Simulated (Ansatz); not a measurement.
Frontier orbitals of BrH4NSi2 (`Br[SiH]1N[SiH2]1`).

Total charge 0; spin multiplicity 1. Correlated methods include outer-core shells of Br, which these sets cover unevenly. Scalar relativity is left out up to krypton. All single points use the PBE0-D4/def2-TZVP geometry. Basis def2-TZVPP, Ansatz.

Orbital energies of one run (eV). Highest occupied ones, from the top: -8.20, -9.12, -9.59, -10.07, -11.22, -11.45, -12.32, -14.13, -15.76, -17.97, -23.70, -26.47, -77.21, -77.21. Empty: 0.02, 0.77, 1.25, 2.12, 2.51, 2.70.

Q: Which functional gave them?
A. PBE0
B. B97M-V
C. r2SCAN0
D. BHLYP

A: D. HOMO energies: BHLYP -8.20, PBE0 -7.25, B97M-V -6.48, r2SCAN0 -7.40 eV.
